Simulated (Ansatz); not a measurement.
Cd7Te7. Charge 0, multiplicity 3. Geometry PBE-D4/def2-SVP, that of the neutral singlet.

```xyz
14

Te   -1.918   -3.470   -0.481
Te    4.091    2.082   -0.267
Te    2.309   -2.349    0.433
Te    0.000    0.437   -3.130
Te   -4.114    1.054   -0.881
Te   -0.198    1.677    1.820
Te   -1.652   -0.701    3.076
Cd    2.347    1.246   -2.115
Cd    0.143   -1.815   -1.422
Cd   -3.074   -1.044    0.524
Cd    2.187    0.347    1.011
Cd    1.536    3.709    0.554
Cd   -0.221   -2.619    1.670
Cd   -1.436    1.448   -0.791
```

In the def2 sets Cd, Te take a core potential; there is no spin–orbit coupling. Single mean-field runs in def2-TZVP are fitted with def2-universal-jkfit. At PBE-D4/def2-TZVP the gap within one spin of the charge 0 triplet nearly closes, so an electron or hole may be smeared out by delocalisation error. At PBE0-D4/def2-TZVP a singlet of charge 0 lies 1.08 eV below the triplet at the same geometry.

(1) Estimate the α-spin orbital energies around the gap (eV) in Ansatz with PBE-D4/def2-TZVP, PBE0-D4/def2-TZVP.

Answers

(1) 
```csv
orbital,PBE-D4/def2-TZVP,PBE0-D4/def2-TZVP
HOMO−5,-5.82,-6.61
HOMO−4,-5.68,-6.51
HOMO−3,-5.47,-6.38
HOMO−2,-5.36,-6.26
HOMO−1,-5.06,-5.51
HOMO,-3.78,-4.66
LUMO,-3.30,-2.70
LUMO+1,-3.13,-2.53
LUMO+2,-2.92,-2.31
LUMO+3,-2.70,-2.14
LUMO+4,-2.60,-1.95
LUMO+5,-2.56,-1.87
β HOMO,-4.89,-5.50
β LUMO,-4.87,-4.32
```
